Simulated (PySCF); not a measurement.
# Deuteron quadrupole couplings in `CC[C@@H]1C[C@H](C(F)F)[C@@H]2O[C@H]12`

C8H12F2O.
Cartesian coordinates in Å at the GFN2-xTB level; atoms count from 1:
```
atom  x, y, z in Å
C1     2.821    0.604    0.635
C2     2.059   -0.308   -0.318
C3     0.727    0.294   -0.766
C4    -0.279    0.485    0.385
C5    -1.681    0.330   -0.233
C6    -2.672   -0.281    0.746
F7    -3.916   -0.316    0.208
F8    -2.774    0.470    1.871
C9    -1.450   -0.580   -1.427
O10   -0.664   -1.700   -1.139
C11   -0.021   -0.606   -1.733
H12    3.003    1.572    0.174
H13    2.261    0.760    1.553
H14    3.780    0.162    0.891
H15    1.865   -1.269    0.160
H16    2.670   -0.495   -1.205
H17    0.910    1.250   -1.269
H18   -0.164    1.447    0.878
H19   -0.129   -0.303    1.124
H20   -2.080    1.289   -0.577
H21   -2.400   -1.305    1.042
H22   -2.231   -0.709   -2.165
H23    0.362   -0.764   -2.734
```

Level: PBE0/pcSseg-1 (PySCF, non-relativistic); Q(2H) = 0.00286 b; rigid geometry, the same for H and D, with no vibrational averaging.

Problem. Rank these positions by the coupling χzz of a deuteron there, largest first.
A. H21 (methine hydrogen)
B. H17 (methine hydrogen)
C. H22 (methine hydrogen)
D. H19 (methylene hydrogen)

Solution. C (214 kHz), D (203 kHz), B (199 kHz), A (179 kHz).

Problem. Tabulate Vzz, the asymmetry η and χzz = 234.96 MHz × Q × Vzz for every hydrogen position.

Solution. 
```json
{"atom": "H12", "bonded to": "C1", "bond length (Å)": "1.088", "Vzz (au)": "0.3151", "η": "0.02", "χzz (kHz)": "212"}
{"atom": "H13", "bonded to": "C1", "bond length (Å)": "1.087", "Vzz (au)": "0.3164", "η": "0.02", "χzz (kHz)": "213"}
{"atom": "H14", "bonded to": "C1", "bond length (Å)": "1.087", "Vzz (au)": "0.3170", "η": "0.01", "χzz (kHz)": "213"}
{"atom": "H15", "bonded to": "C2", "bond length (Å)": "1.092", "Vzz (au)": "0.3023", "η": "0.01", "χzz (kHz)": "203"}
{"atom": "H16", "bonded to": "C2", "bond length (Å)": "1.092", "Vzz (au)": "0.3034", "η": "0.03", "χzz (kHz)": "204"}
{"atom": "H17", "bonded to": "C3", "bond length (Å)": "1.095", "Vzz (au)": "0.2965", "η": "0.01", "χzz (kHz)": "199"}
{"atom": "H18", "bonded to": "C4", "bond length (Å)": "1.087", "Vzz (au)": "0.3132", "η": "0.01", "χzz (kHz)": "210"}
{"atom": "H19", "bonded to": "C4", "bond length (Å)": "1.091", "Vzz (au)": "0.3027", "η": "0.05", "χzz (kHz)": "203"}
{"atom": "H20", "bonded to": "C5", "bond length (Å)": "1.094", "Vzz (au)": "0.2965", "η": "0.01", "χzz (kHz)": "199"}
{"atom": "H21", "bonded to": "C6", "bond length (Å)": "1.100", "Vzz (au)": "0.2670", "η": "0.04", "χzz (kHz)": "179"}
{"atom": "H22", "bonded to": "C9", "bond length (Å)": "1.082", "Vzz (au)": "0.3179", "η": "0.07", "χzz (kHz)": "214"}
{"atom": "H23", "bonded to": "C11", "bond length (Å)": "1.083", "Vzz (au)": "0.3178", "η": "0.07", "χzz (kHz)": "214"}
```

Problem. How does χzz go with the bond length over the 12 C–H bonds?

Solution. A straight-line fit has a slope of -17.5 kHz for each 0.01 Å, with a correlation coefficient of -0.93, over lengths from 1.082 to 1.100 Å. The longer bonds have the smaller couplings here.

Problem. Give the 2H NMR doublet splittings at H18 for a magnetic field along the z, y and x axes of the gradient: 3χ/2, 3χ(1 + η)/4, 3χ(1 − η)/4.

Solution. With |χ| = 210.5 kHz and η = 0.014: 316, 160 and 156 kHz, to first order and without motion.

The structure is a single GFN2-xTB conformer in the gas phase; no vibrational or solvent corrections. GFN2-xTB bond lengths can be off by several hundredths of an ångström, more for odd bonds, and the gradients follow them. The basis is small and wasn't made for field gradients, so the couplings can be 20 % off.
